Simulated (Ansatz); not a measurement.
`[NH2][Nb]([OH])(=[S])[Cl]` + HCl → `[NH2][Nb](=[S])([Cl])[Cl]` + H₂O at 400 K and 1 bar (ligand exchange at the Nb–O bond).

Calculated with Ansatz (gas phase, PBE0-D4/def2-TZVP geometries, no zero-point term in ΔE). CCSD(T)/CBS adds triple-zeta CCSD(T) − MP2 to the extrapolated MP2 energy (def2 sets, frozen cores). This one scheme is used for every species. Elements past krypton have def2 core potentials. For Nb outer-core shells are correlated without core-valence functions, which leaves a few kJ/mol of doubt a bond. Each species was taken in one conformer, which may not be the lowest.

```csv
species,CCSD(T)/CBS energy (Eh),H − E (kJ/mol),S (J/(mol·K))
`[NH2][Nb]([OH])(=[S])[Cl]`,-1046.35711,145.1,408.4
HCl,-460.38127,29.6,195.4
`[NH2][Nb](=[S])([Cl])[Cl]`,-1430.37174,112.7,408.8
H₂O,-76.37941,69.8,198.6
```

H − E and S are ideal-gas, rigid-rotor, harmonic terms from PBE0-D4/def2-TZVP, for one conformer and one mirror image of each species. 1 Eh = 2625.50 kJ/mol, R = 8.31446 J/(mol·K).

Q: By hand: ΔE, ΔH, ΔS and ΔG.

A: ΔE = (-1430.37174) + (-76.37941) − (-1046.35711) − (-460.38127) = -0.01277 Eh = -33.5 kJ/mol. Δ(H − E) = 112.7 + 69.8 − 145.1 − 29.6 = 7.8, so ΔH = -25.7 kJ/mol. ΔS = 408.8 + 198.6 − 408.4 − 195.4 = 3.6 J/(mol·K). ΔG = -25.7 − 400 × (3.6)/1000 = -27.1 kJ/mol.

Q: By hand: the equilibrium constant, and the temperature at which ΔG would vanish if ΔH and ΔS stayed fixed.

A: log₁₀ K = −ΔG/(RT ln 10) = 3.5. ΔH and −TΔS have one sign here, so there is no such temperature. One of them is within its doubt of zero, so this could turn.

The number of gas molecules stays the same, so ΔS is small and ΔH decides. A doubt of 5 kJ/mol in ΔE shifts log₁₀ K by 0.7 here. Other conformers and mirror images would add mixing entropy, several J/(mol·K) or more a flexible species. These are equilibria of isolated gas molecules and say nothing of rates. Largest T1 diagnostic: 0.023 (customary marks: 0.02 for closed shells, 0.045 for open ones).
